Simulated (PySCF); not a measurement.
C7H14.
Numbering: `[CH3:1][CH2:2][CH2:3][CH2:4][CH:5]1[CH2:6][CH2:7]1` (hydrogens: H8, H9, H10 on C1; H11, H12 on C2; H13, H14 on C3; H15, H16 on C4; H17 on C5; H18, H19 on C6; H20, H21 on C7)

Level: PBE0/pcSseg-1 and CAM-B3LYP/def2-SVPD in PySCF, non-relativistic, on one gas-phase PBE0-D3(BJ)/def2-SVP geometry that isn't relaxed in the solvent. The solvent is an IEF-PCM continuum (van der Waals radii × 1.2). Specific hydrogen bonds and non-electrostatic terms are outside this model.

Gas phase at PBE0/pcSseg-1: HOMO -7.88 eV, LUMO 1.59 eV, dipole 0.12 D.

**Question.** What does the continuum do to the energy, the frontier levels and the dipole at PBE0/pcSseg-1 in chloroform, dimethylsulfoxide and water?

**Answer.** 
```
          solvent      ε  E(solvent) − E(gas) (kJ/mol)  polarisation term (kJ/mol)  distortion of the solute (kJ/mol)  HOMO (eV)  LUMO (eV)  dipole (D)
       chloroform  4.711                         -3.76                       -3.88                               0.12      -7.82       1.70        0.15
dimethylsulfoxide  46.83                         -5.36                       -5.62                               0.26      -7.82       1.72        0.17
            water  78.36                         -5.45                       -5.72                               0.27      -7.82       1.73        0.17
```

The polarisation term is half the interaction of the solute with the surface charges that it induces; the rest is the cost of distorting the solute's density. The sum is the electrostatic part of solvation alone. From chloroform to water the lowering changes by a factor 1.45, Onsager's factor (ε − 1)/(2ε + 1) by 1.38 and ε itself by 16.6.

**Question.** Which ESP-fitted charges (PBE0/pcSseg-1) respond most in chloroform (means over atoms taken as equivalent)?

**Answer.** 
| atoms | environment | gas (e) | solvent (e) | change |
| --- | --- | --- | --- | --- |
| C4 | chain CH2 carbon | -0.370 | -0.387 | -0.017 |
| C6/C7 | three-membered-ring carbon | -0.352 | -0.368 | -0.016 |
| C1 | methyl carbon | -0.371 | -0.383 | -0.012 |
| C2 | chain CH2 carbon | +0.256 | +0.267 | +0.011 |
| C3 | chain CH2 carbon | +0.127 | +0.137 | +0.010 |
| H19/H20 | methylene hydrogen | +0.157 | +0.163 | +0.006 |
| H18/H21 | methylene hydrogen | +0.147 | +0.152 | +0.005 |
| H15/H16 | methylene hydrogen | +0.114 | +0.119 | +0.005 |

Gas phase at CAM-B3LYP/def2-SVPD: HOMO -9.26 eV, LUMO 1.51 eV, dipole 0.12 D.

**Question.** What does the continuum do to the energy, the frontier levels and the dipole at CAM-B3LYP/def2-SVPD in chloroform and dimethylsulfoxide?

**Answer.** 
```tsv
solvent	ε	E(solvent) − E(gas) (kJ/mol)	polarisation term (kJ/mol)	distortion of the solute (kJ/mol)	HOMO (eV)	LUMO (eV)	dipole (D)
chloroform	4.711	-3.57	-3.73	0.16	-9.18	1.63	0.15
dimethylsulfoxide	46.83	-5.10	-5.45	0.35	-9.17	1.66	0.17
```

**Question.** How does the static polarisability (CAM-B3LYP/def2-SVPD, frozen core, with the continuum's full static response) change?

**Answer.** 
```csv
medium,isotropic (au),principal values (au),⟨r²⟩ of the electrons (bohr²)
gas,84.1,"74.0, 78.8, 99.5",1316.2
chloroform,103.0,"94.4, 100.0, 114.5",1316.3
dimethylsulfoxide,112.9,"106.6, 111.9, 120.2",1316.3
```

The isotropic value in dimethylsulfoxide is 1.34 times the gas-phase one; no cavity-field correction is applied. ⟨r²⟩ is taken about the centre of nuclear charge.

Conformer computed: `[CH3:1][CH2:2][CH2:3][CH2:4][CH:5]1[CH2:6][CH2:7]1`: C1–C2–C3–C4 180°, C2–C3–C4–C5 179°, C3–C4–C5–C6 -84°.
